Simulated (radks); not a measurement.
Problem. These are the eigenvalues of the occupied orbitals of an atom or ion with whole-number occupations (Ry). Calculated with a radial shooting solver on a logarithmic mesh with Libxc functionals: scalar-relativistic Kohn-Sham, r2SCAN, spin-polarised, spherical densities, finite nucleus; meta-GGA in the generalised Kohn-Sham scheme; Fermi nuclear charge, rms radius of each element as measured or else 0.836 A^(1/3) + 0.57 fm.

| orbital | eigenvalue |
|---|---|
| 1s up | -2169.389 |
| 1s down | -2169.252 |
| 2s up | -356.2695 |
| 2s down | -356.2390 |
| 2p up | -323.0620 |
| 2p down | -322.9643 |
| 3s up | -94.14078 |
| 3s down | -94.05294 |
| 3p up | -83.18457 |
| 3p down | -83.06659 |
| 3d up | -66.48449 |
| 3d down | -66.35447 |
| 4s up | -37.71633 |
| 4s down | -36.89581 |
| 4p up | -33.89656 |

Which element is it, and in what charge state? The configuration may be excited. Open shells, if any, are filled with parallel spins first.

Solution. Z = 50, tin, charge +17: Sn17+ in [Ar] 3d10 4s2 4p3. The list shows which subshells hold electrons but not how many an open one holds; the 1s level, -1084.7 hartree, gives Z - s = 46.6 by -(Z - s)^2/2, which with screening and relativity narrows Z to a few neighbours, and the depths of the outer levels then fix element, charge and occupations together.
